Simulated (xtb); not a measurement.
xtb input:

```bash
xtb mol.xyz --gfn 1 --opt tight --chrg 0 --uhf 0
```
mol.xyz:
```
2

Mg    -0.00000000    -0.00000000    -0.69576168
O      0.00000000     0.00000000     1.04364252
```

Question: Predict the final energy.

Answer: -5.32263 Eh (GFN1-xTB).
